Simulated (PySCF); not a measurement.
A structure optimised at r2SCAN-D4/def2-SVP, used in a PySCF frequency run:

```xyz
13

Te    -0.2259     0.2095     0.6784
C      0.6090    -1.3680    -0.6363
C      1.1911    -2.4333     0.2813
C      1.6120    -0.7976    -1.6192
H     -0.2727    -1.7624    -1.1675
H      1.5821    -3.2717    -0.3216
H      2.0332    -2.0387     0.8749
H      0.4416    -2.8475     0.9748
H      1.1715     0.0096    -2.2243
H      1.9505    -1.5914    -2.3098
H      2.4974    -0.3966    -1.0997
S     -0.9940     1.7141    -1.0581
H     -2.2234     1.1709    -1.2297
```

Q: Write its SMILES and formula.

A: CC(C)[Te]S, C₃H₈STe

Q: What are its rotational constants (standard atomic weights)?

A: 2.9976, 1.5002, 1.0669 GHz
